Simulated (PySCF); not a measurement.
From one molecule to another.

First species: CH₁₀O₂Si₃.
SMILES with atom numbers: `[OH:1][Si@H:2]([CH2:3][SiH3:4])[O:5][SiH3:6]` (hydrogens: H7 on O1; H8 on Si2; H9, H10 on C3; H11, H12, H13 on Si4; H14, H15, H16 on Si6)

Cartesian coordinates in Å at the PBE0-D3(BJ)/def2-SVP level; atoms count from 1:
```xyz
16
CH10O2Si3 angstrom
O     -0.5553   -2.4666   -0.1453
Si     0.2162   -1.3721    0.8285
C     -0.9895   -0.1133    1.5048
Si    -1.7497    0.9935    0.1881
O      1.3762   -0.5583   -0.0225
Si     2.2974    0.7208   -0.5109
H     -1.0654   -2.1197   -0.8832
H      0.8621   -2.1864    1.8867
H     -1.7974   -0.6484    2.0326
H     -0.4805    0.5253    2.2478
H     -2.8545    1.8357    0.7385
H     -0.7164    1.8934   -0.4089
H     -2.3157    0.1525   -0.9167
H      1.9074    1.1236   -1.8941
H      2.1030    1.8860    0.4065
H      3.7368    0.3291   -0.4983
```

Second species: Ge(SiH3)2Me2, C2H12GeSi2.
Z-matrix (Å and degrees, PBE0-D3(BJ)/def2-SVP geometry), rows numbered from 1:
```
Ge
Si  1  2.3874
H   2  1.4980  1  110.98
H   2  1.4968  1  110.90  3  -120.28
H   2  1.4972  1  110.28  3   119.85
Si  1  2.3861  2  108.82  3   177.26
H   6  1.4971  1  110.61  2    53.26
H   6  1.4969  1  110.71  2   -66.71
H   6  1.4986  1  110.89  2   173.20
C   1  1.9650  2  110.01  3    57.14
H  10  1.1003  1  110.13  2   179.55
H  10  1.0994  1  110.76  2    59.48
H  10  1.1001  1  110.21  2   -60.71
C   1  1.9654  2  109.50  3   -63.15
H  14  1.1003  1  110.28  2    60.38
H  14  1.0996  1  110.68  2   -59.78
H  14  1.1001  1  110.09  2  -179.76
```

Levels: PBE0/def2-SVPD for dipole moment, HOMO energy, LUMO energy, HOMO–LUMO gap, static isotropic polarisability and electronic spatial extent ⟨r²⟩ about the centre of nuclear charge; TDDFT PBE0/def2-SVPD for lowest singlet excitation; TDA PBE0/def2-SVPD for lowest triplet excitation (Tamm–Dancoff); PBE0-D3(BJ)/def2-SVP for rotational constant A and rotational constant C. Geometries: PBE0-D3(BJ)/def2-SVP. All species are isolated and taken at one optimised geometry, non-relativistic unless stated; the electronic structure was computed with PySCF and density fitting.

Dipoles, sizes and rotational constants follow the conformer. The torsions of the flexible species, by atom-mapped SMILES:
- `[OH:1][Si@H:2]([CH2:3][SiH3:4])[O:5][SiH3:6]`: O1–Si2–C3–Si4 -65°, O1–Si2–O5–Si6 141°, H–O1–Si2–C3 55°

| property | column X | column Y |
| --- | --- | --- |
| dipole moment | 1.10 D | 1.52 D |
| HOMO energy | -7.44 eV | -8.37 eV |
| LUMO energy | -0.04 eV | -0.13 eV |
| HOMO–LUMO gap | 7.40 eV | 8.24 eV |
| lowest singlet excitation | 6.42 eV | 7.09 eV |
| lowest triplet excitation (Tamm–Dancoff) | 5.57 eV | 6.83 eV |
| static isotropic polarisability | 121.3 au | 97.8 au |
| electronic spatial extent ⟨r²⟩ about the centre of nuclear charge | 1211 bohr² | 1353 bohr² |
| rotational constant A | 2.039 GHz | 1.957 GHz |
| rotational constant C | 1.242 GHz | 0.921 GHz |

**Question.** Which column belongs to which species?

**Answer.** Column X is the second species and column Y the first. The first has 16 atoms and 74 electrons, the second 17 and 84.

**Question.** How does each property change from the first species to the second?

**Answer.** dipole moment -0.42 D; HOMO energy +0.93 eV; LUMO energy +0.09 eV; HOMO–LUMO gap -0.84 eV; lowest singlet excitation -0.67 eV; lowest triplet excitation (Tamm–Dancoff) -1.26 eV; static isotropic polarisability +23.5 au; electronic spatial extent ⟨r²⟩ about the centre of nuclear charge -142 bohr²; rotational constant A +0.082 GHz; rotational constant C +0.321 GHz.

On the first: A dipole of 1.52 D is allowed in C1, and pure rotational transitions are dipole-allowed. In wavenumbers S1 is 57200 cm⁻¹ (1 eV = 8065.54 cm⁻¹).

On the second: S1 lies 0.98 eV below the HOMO–LUMO gap; its leading configuration is HOMO→LUMO, weight 0.93. The polarisability is 17.98 Å³ as a volume (1 au = 0.148185 Å³), or 1.44 au for each of the 84 electrons. Relativistic effects, spin–orbit coupling among them, are left out although an element past zinc is present.
